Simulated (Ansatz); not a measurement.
Sr4O4⁻, relaxed as a doublet with UKS PBE-D4/def2-SVPD in Ansatz, starting from the PBE-D4/def2-SVP geometry of the neutral singlet. Force threshold 0.02 eV/Å.

In the def2 sets Sr takes a core potential; there is no spin–orbit coupling. The highest occupied level of the relaxed charge -1 doublet lies above zero (up to 0.49 eV). By energy differences its removal costs 0.47 eV (each at its own geometry, to the charge 0 singlet, at PBE0-D4/def2-TZVPD). The relaxation made no stability test and no search for a lower SCF solution. The structure comes from a short search, and lower isomers may exist.

Start:

```xyz
8

Sr   -1.2310   -0.2828    2.3655
Sr   -0.0502   -1.5956   -1.3356
Sr    2.3511    0.6351    1.1213
Sr   -0.8204    1.3177   -1.3779
O     0.8617    0.2836    2.6914
O    -0.9215   -0.2885   -2.8663
O    -1.4799   -0.3920    0.1822
O     1.2902    0.3225   -0.7805
```

```json
{"step": "1", "energy (eV)": "-11525.4899", "largest force component (eV/Å)": "0.376", "SCF passes": "26"}
{"step": "2 (rejected)", "energy (eV)": "-11525.4852", "largest force component (eV/Å)": "0.544", "SCF passes": "32"}
{"step": "3", "energy (eV)": "-11525.5227", "largest force component (eV/Å)": "0.077", "SCF passes": "26"}
{"step": "4", "energy (eV)": "-11525.5237", "largest force component (eV/Å)": "0.048", "SCF passes": "26"}
{"step": "5", "energy (eV)": "-11525.5240", "largest force component (eV/Å)": "0.006", "SCF passes": "27"}
```

Force components are those of the run's own axes.

End:

| atom | x (Å) | y (Å) | z (Å) |
| --- | --- | --- | --- |
| Sr1 | -1.2155 | -0.2813 | 2.3671 |
| Sr2 | -0.0520 | -1.5814 | -1.3238 |
| Sr3 | 2.3404 | 0.6329 | 1.1320 |
| Sr4 | -0.8120 | 1.3057 | -1.3680 |
| O5 | 0.8821 | 0.2901 | 2.7545 |
| O6 | -0.9335 | -0.2937 | -2.9049 |
| O7 | -1.5029 | -0.3968 | 0.1573 |
| O8 | 1.2934 | 0.3245 | -0.8142 |

By distances, no bond broke or formed. The bond that changes most is Sr3–O8, from 2.20 to 2.23 Å (atoms count from 1).

No frequencies were taken in this run, so the end may be a saddle point.

Run time 33 s (4 threads of Arm Neoverse V1 on a shared host).
